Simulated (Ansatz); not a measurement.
# Molecular dynamics of ClH5W

Input:

```yaml
crystal:
  periodic: [false, false, false]
  atoms:
    - { symbol: W, position_ang: [0.0, -0.537605, 0.0] }
    - { symbol: H, position_ang: [0.0, 0.393474, 1.41009] }
    - { symbol: H, position_ang: [1.41009, 0.393474, 0.0] }
    - { symbol: H, position_ang: [0.0, 1.167628, 0.0] }
    - { symbol: H, position_ang: [-1.41009, 0.393474, 0.0] }
    - { symbol: Cl, position_ang: [0.0, -2.87392, 0.0] }
    - { symbol: H, position_ang: [0.0, 0.393474, -1.41009] }
basis:
  gaussian: { orbitals: def2-SVP }
hamiltonian:
  xc: pbe
  dispersion: d4
md:
  timestep: 0.5
  n_steps: 150
  ensemble: nve
  temperature: 1000.0
  initial_velocities: maxwell_boltzmann
  seed: 529113
  masses: [{ species: H, mass: 2.014 }]
```

Command:

```bash
$ ansatz run input.yaml --threads 1 --pin off --max-ram 2048MiB --backend cpu --events-out ev --progress --plain --runs-dir out
```

It starts from a relaxed structure.

Output, in part (step lines, the closing report, with atoms numbered from 0):

```
md step     0: t =     0.00 fs  T =  1000.0 K  F+E_penalty+E_count = -14419.81140194 eV  E_kin = 0.646300 eV  conserved = -14419.16510195 eV  (75 SCF iters)
[... lines left out ...]
Total energy: -14419.97188976 eV, -529.9241927406 hartree
Atom 0 at     0.040863    -0.520467    -0.030461 Å, force    -0.647036    -1.359959     0.043881 eV/Å
Atom 1 at    -0.828549    -1.072716     1.276773 Å, force    -0.278527     0.920283     0.084783 eV/Å
Atom 2 at     1.358195     0.547051     0.310216 Å, force     0.172545    -0.278031    -0.189719 eV/Å
Atom 3 at    -0.118028     0.553681     1.222717 Å, force    -0.309414     0.556618     0.132516 eV/Å
Atom 4 at    -1.461085     0.287581     0.071276 Å, force     0.362581    -0.233210    -0.079157 eV/Å
Atom 5 at    -0.110704    -2.783893     0.083718 Å, force     0.816225    -0.508596    -0.244021 eV/Å
Atom 6 at    -0.731988    -0.723037    -1.574034 Å, force    -0.116373     0.902896     0.251717 eV/Å
Dipole moment:     0.230048     0.012412    -0.112112 e Å
```

The steps, from the saved trajectory:

| time (fs) | T (K) | potential energy less start (eV) | conserved less start (meV/atom) |
| --- | --- | --- | --- |
| 0 | 1000 | 0.000 | 0.00 |
| 2.5 | 932 | 0.044 | 0.01 |
| 5 | 785 | 0.139 | 0.04 |
| 7.5 | 663 | 0.218 | 0.04 |
| 10 | 583 | 0.270 | 0.03 |
| 12.5 | 515 | 0.314 | 0.04 |
| 15 | 474 | 0.340 | 0.05 |
| 17.5 | 509 | 0.318 | 0.06 |
| 20 | 638 | 0.234 | 0.04 |
| 22.5 | 810 | 0.123 | 0.02 |
| 25 | 924 | 0.049 | 0.00 |
| 27.5 | 925 | 0.049 | 0.02 |
| 30 | 872 | 0.083 | 0.04 |
| 32.5 | 841 | 0.103 | 0.03 |
| 35 | 806 | 0.126 | 0.02 |
| 37.5 | 741 | 0.168 | 0.04 |
| 40 | 710 | 0.188 | 0.06 |
| 42.5 | 790 | 0.136 | 0.06 |
| 45 | 980 | 0.013 | 0.03 |
| 47.5 | 1188 | -0.122 | 0.00 |
| 50 | 1292 | -0.189 | -0.01 |
| 52.5 | 1237 | -0.153 | 0.00 |
| 55 | 1080 | -0.051 | 0.02 |
| 57.5 | 893 | 0.069 | 0.02 |
| 60 | 703 | 0.192 | 0.03 |
| 62.5 | 549 | 0.292 | 0.05 |
| 65 | 494 | 0.327 | 0.06 |
| 67.5 | 571 | 0.278 | 0.05 |
| 70 | 765 | 0.152 | 0.04 |
| 72.5 | 1016 | -0.010 | 0.02 |
| 75 | 1248 | -0.160 | 0.01 |

All steps were run. The conserved energy stayed within 0.061 meV per atom of its start (net change 0.01 meV per atom), so the integration is sound. A run of 0.075 ps of so small a system gives no equilibrium averages.

The same pairs are bonded in the first frame and the last. Pairs count as bonded within 1.25 times the sum of covalent radii (0.12 Å more for H–H).

Last frame:

```xyz
7
Properties=species:S:1:pos:R:3
W 0.041 -0.520 -0.030
H -0.829 -1.073 1.277
H 1.358 0.547 0.310
H -0.118 0.554 1.223
H -1.461 0.288 0.071
Cl -0.111 -2.784 0.084
H -0.732 -0.723 -1.574
```

The run took 6.1 min on 1 thread of Arm Neoverse V1, with other jobs on the host, peak memory 0.13 GiB.
